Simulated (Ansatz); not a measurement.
`F[CH2][SnH3]` + HI → `[SnH3][I]` + `CF`  (ligand exchange at the Sn–C bond)

Calculated with Ansatz (gas phase, PBE0-D4/def2-TZVP geometries, no zero-point term in ΔE). CBS: MP2 limit from def2 TZ/QZ plus the TZ coupled-cluster correction, frozen cores. This one scheme is used for every species. Functionals use def2-TZVPP. Elements past krypton have def2 core potentials. For I, Sn outer-core shells are correlated without core-valence functions, which leaves a few kJ/mol of doubt a bond.

CCSD(T)/CBS gives -1.60 eV.

Question: Another level gave -1.62 eV. Which?
A. ωB97X-V/def2-TZVPP
B. PBE-QIDH/def2-TZVPP
C. CCSD/def2-TZVPP
D. BHLYP-D4/def2-TZVPP

Answer: B. PBE-QIDH -1.62, ωB97X-V -1.54, CCSD/def2-TZVPP -1.49, BHLYP-D4 -1.68 eV.

Largest T1 diagnostic among the species: 0.013.

From BLYP to BHLYP (50 % exact exchange), in def2-TZVPP and without D4, ΔE moves by −0.17 eV. Leaving LDA and LC-ωPBE aside and taking each functional with its dispersion term where it has one, the values, not all of them listed here, spread over 0.23 eV, from BHLYP-D4 to revPBE-D4. LDA lies +0.08 eV from PBE without D4.
